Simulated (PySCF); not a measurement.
A GIAO shielding run with PySCF 2.14.0 with density-fitted response routines (density fitting, non-relativistic, gas phase) on `C#C[C@H](C[SiH3])[Si](F)(P)P`, C4H11FP2Si2:

```
$ OMP_NUM_THREADS=1 python probes_run.py task.json out

{"job": {"kind": "nmr", "xc": "PBE0", "basis": "pcSseg-1"}, "charge": 0, "multiplicity": 1}
C      0.816803    -2.381322    -1.610711
C      0.531781    -1.223048    -1.497157
C      0.159722     0.159209    -1.330119
C      1.281130     0.973356    -0.675496
Si     1.904017     0.301375     0.993028
Si    -1.513813     0.291974    -0.366812
F     -2.627638     0.253935    -1.562626
P     -2.059253    -1.466667     0.954692
P     -1.694548     2.388247     0.442234
H      1.089975    -3.386606    -1.733269
H     -0.042057     0.570087    -2.328312
H      0.922429     1.999419    -0.542906
H      2.124225     1.029589    -1.369298
H      2.556500    -0.992836     0.803414
H      0.768382     0.141877     1.912899
H      2.847672     1.276372     1.540536
H     -0.760896    -1.934410     1.050140
H     -2.333557    -2.273210    -0.137853
H     -2.938231     2.166684     1.006161
H     -1.037792     2.116655     1.629025
```

Hardware: 1 thread of an Arm Neoverse N1, shared host. The job also computes population analyses, field gradients.

**Question.** How large is the calculation?

**Answer.** 102 electrons, 236 basis functions and 1319 auxiliary functions.

**Question.** How long does it take, and how much memory does it need?

**Answer.** 2.1 min of wall time, with 14 SCF cycles and 5 response iterations; peak memory 1.1 GiB. Times on a shared host scatter by some tens of per cent.
